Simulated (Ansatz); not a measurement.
The cluster CrO₃⁺. Charge 1, multiplicity 4. Geometry r2SCAN-D4/def2-TZVP; atoms count from 1.

Cartesian coordinates in Å:
```
Cr 0.440 0.031 -0.532
O 1.888 0.040 -0.039
O -1.177 0.615 0.312
O -1.151 -0.685 0.259
```

The structure holds one bond between oxygen atoms, so isomers without such links may lie far lower. The charge 1 quartet is spin-contaminated (final ⟨S²⟩ up to 3.89, 3.75 for a pure state). At PBE0-D4/def2-TZVP a doublet of charge 1 lies 0.19 eV below the quartet, each at its own geometry. The structure comes from a short search, and lower isomers may exist.

**Question.** Estimate the Mulliken populations from the PBE0/def2-TZVP orbitals of Ansatz.

**Answer.** 
```tsv
atom	charge (e)	spin (α − β)	d electrons
Cr1	1.41	2.49	4.30
O2	-0.31	-0.46	–
O3	-0.05	0.48	–
O4	-0.05	0.48	–
```
Mulliken values depend strongly on the basis.

**Question.** Where does the spin sit?

**Answer.** Summed by element: Cr 2.49, O 0.51, of 3 unpaired in all. Largest on single atoms: Cr1 2.49, O3 0.48, O4 0.48.

**Question.** And the Mayer bond orders between heavy atoms (over 0.3)?

**Answer.** Cr1–O2 2.14 (1.53 Å); Cr1–O3 0.63 (1.92 Å); Cr1–O4 0.63 (1.92 Å); O3–O4 1.28 (1.30 Å).
